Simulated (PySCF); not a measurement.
Molfile (atoms numbered from 1):
```
C6H5NP2
     RDKit          3D

 14 14  0  0  0  0  0  0  0  0999 V2000
   -2.3481    0.2341    0.0921 C   0  0  0  0  0  0  0  0  0  0  0  0
   -0.8561    0.0674    0.0339 C   0  0  0  0  0  0  0  0  0  0  0  0
   -0.1529    0.1106    1.2287 C   0  0  0  0  0  0  0  0  0  0  0  0
    1.5468   -0.0176    1.5221 P   0  0  0  0  0  0  0  0  0  0  0  0
    2.2006   -0.2185   -0.0896 C   0  0  0  0  0  0  0  0  0  0  0  0
    3.6007   -0.3528   -0.1455 C   0  0  0  0  0  0  0  0  0  0  0  0
    4.7432   -0.4624   -0.1910 N   0  0  0  0  0  0  0  0  0  0  0  0
    1.3945   -0.2794   -1.6426 P   0  0  0  0  0  0  0  0  0  0  0  0
   -0.2705   -0.0917   -1.2134 C   0  0  0  0  0  0  0  0  0  0  0  0
   -2.5975    1.2936    0.0189 H   0  0  0  0  0  0  0  0  0  0  0  0
   -2.8331   -0.2838   -0.7321 H   0  0  0  0  0  0  0  0  0  0  0  0
   -2.7482   -0.1419    1.0309 H   0  0  0  0  0  0  0  0  0  0  0  0
   -0.7389    0.2450    2.1319 H   0  0  0  0  0  0  0  0  0  0  0  0
   -0.9410   -0.1029   -2.0663 H   0  0  0  0  0  0  0  0  0  0  0  0
  1  2  1  0
  2  3  2  0
  3  4  1  0
  4  5  2  0
  5  6  1  0
  6  7  3  0
  5  8  1  0
  8  9  2  0
  9  2  1  0
  1 10  1  0
  1 11  1  0
  1 12  1  0
  3 13  1  0
  9 14  1  0
M  END
```

[PySCF: geometry from GFN2-xTB; PBE0/pcSseg-1 with gauge-including orbitals; a single conformation; one averaged value for each set of equivalent atoms; relativity neglected; no solvent]

Question: Predict the 2D correlation tables (HSQC, COSY, HMBC).

Answer: 

HSQC (one-bond C–H):
```csv
δH,δC
9.28 (H13/H14),163.7 (C3/C9)
2.83 (H10/H11/H12),31.5 (C1)
```

HMBC (two and three bonds, from the bond graph):
```csv
δH,δC
9.28 (H13/H14),"174.1 (C5), 163.7 (C3/C9), 147.2 (C2), 31.5 (C1)"
2.83 (H10/H11/H12),"163.7 (C3/C9), 147.2 (C2)"
```

No COSY cross peaks are expected.

Shifts are taken against calculated references (same method and geometry level): $^{1}$H (σ = 31.72 ppm), $^{13}$C (σ = 186.93 ppm) against TMS.

Short H···H contacts in this conformer between protons four or more bonds apart (candidates for NOE cross peaks, intensity ∝ r⁻⁶): H11···H14 2.32 Å.

Shifts are as computed. Against solution values, carbons near 30 ppm lie about +3 ppm off and those near 130 ppm about +5 ppm. Of 1211 compounds with measured shifts, 218 miss one by over three times the rms of a fit or turn the order of signals round; such compounds aren't used in these exercises.
